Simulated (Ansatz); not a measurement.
Level of theory: frozen-core CCSD(T)/cc-pVTZ // M06-2X/def2-TZVP (Ansatz, a quantum-chemistry and plane-wave program).

Ansatz 0.2 input:
```yaml
crystal:
  periodic: [false, false, false]
  atoms:
    - { symbol: B, position_ang: [2.283071, 0.491377, -0.028908] }
    - { symbol: C, position_ang: [1.439574, -0.752841, 0.287997] }
    - { symbol: C, position_ang: [0.131776, -0.900545, 0.012] }
    - { symbol: C, position_ang: [-0.789674, 0.080406, -0.634855] }
    - { symbol: C, position_ang: [-1.921284, 0.47799, 0.316969] }
    - { symbol: H, position_ang: [3.439637, 0.513331, 0.253719] }
    - { symbol: H, position_ang: [1.813533, 1.452099, -0.551223] }
    - { symbol: H, position_ang: [1.913518, -1.598807, 0.778901] }
    - { symbol: H, position_ang: [-0.356928, -1.832074, 0.301106] }
    - { symbol: H, position_ang: [-0.247083, 0.962081, -0.967967] }
    - { symbol: H, position_ang: [-1.223867, -0.39289, -1.521115] }
    - { symbol: H, position_ang: [-2.625805, 1.14633, -0.177317] }
    - { symbol: H, position_ang: [-1.521983, 0.988112, 1.193912] }
    - { symbol: H, position_ang: [-2.47175, -0.399432, 0.660396] }
basis:
  gaussian: { orbitals: cc-pVTZ }
correlation:
  method: ccsd_t
```

Output:

```
Functional definition: HF
1548 factors; integrals over basis functions are off by at most 1.1e-3 eV
mean field evaluation 1: about -4933.1045 eV, gradient 3.4e1 eV
mean field evaluation 2: about -4933.3446 eV, gradient 3.4e1 eV
mean field evaluation 4: about -4936.7887 eV, gradient 3.7e0 eV
mean field evaluation 8: about -4936.8369 eV, gradient 1.4e-1 eV
mean field evaluation 16: about -4936.1569 eV, gradient 1.2e1 eV
mean field -4936.83701172 eV, -181.4254138725 hartree, gradient 2.6e-6 eV, S^2 0.000000; 0 other end points of the search recorded, 0 dependent functions left out
5 core orbitals not correlated
reference -4936.83701172 eV, -181.4254138725 hartree; 14, 14 occupied and 257, 257 virtual orbitals, 1548 factors
second order -21.13158191 eV of doubles, -0.00000000 eV of singles
cycle   1  -21.93612262 eV  change   -8.0e-1 eV  update   9.5e-2
cycle   2  -22.49576478 eV  change   -5.6e-1 eV  update   2.8e-2
cycle   3  -22.59183587 eV  change   -9.6e-2 eV  update   1.2e-2
cycle   4  -22.58703084 eV  change    4.8e-3 eV  update   3.0e-3
cycle   5  -22.58737119 eV  change   -3.4e-4 eV  update   1.2e-3
cycle   6  -22.58743682 eV  change   -6.6e-5 eV  update   3.8e-4
cycle   7  -22.58739073 eV  change    4.6e-5 eV  update   1.4e-4
cycle   8  -22.58741785 eV  change   -2.7e-5 eV  update   7.3e-5
cycle   9  -22.58743235 eV  change   -1.5e-5 eV  update   2.5e-5
perturbative correction -0.94768671 eV, -0.0348268441 hartree
Total energy: -4960.37213077 eV, -182.2903135449 hartree
```

Cost: around 26 core-minutes (rough).
